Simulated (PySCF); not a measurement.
hydrogen sulfide (H₂S), SMILES S. Atoms are numbered in the order given.

```xyz
3

S      0.0000     0.0000     0.1031
H      0.0000    -0.9703    -0.8249
H      0.0000     0.9703    -0.8249
```

The structure is a stationary point at B3LYP-D3(BJ)/def2-TZVP.

Two levels are set side by side: PBE/pcSseg-1 (PySCF) and HF/pcSseg-1 (PySCF). GIAO shifts against H2S (³³S), TMS (¹H) at the same level; non-relativistic, no solvent, atoms listed together averaged. Differences are taken from unrounded values.

```json
[
 {"quantity": "δ(³³S) of S1 (ppm)", "HF": "0.0"},
 {"quantity": "δ(¹H) of H2, H3 (ppm)", "HF": "1.55"}
]
```

Question: What does PBE give, and how far is it from HF? (Estimate from the structure and the level; the computed values follow.)

Answer: 
```json
[
 {"quantity": "δ(³³S) of S1 (ppm)", "PBE": "0.0", "PBE minus HF": "0.0"},
 {"quantity": "δ(¹H) of H2, H3 (ppm)", "PBE": "0.80", "PBE minus HF": "-0.74"}
]
```
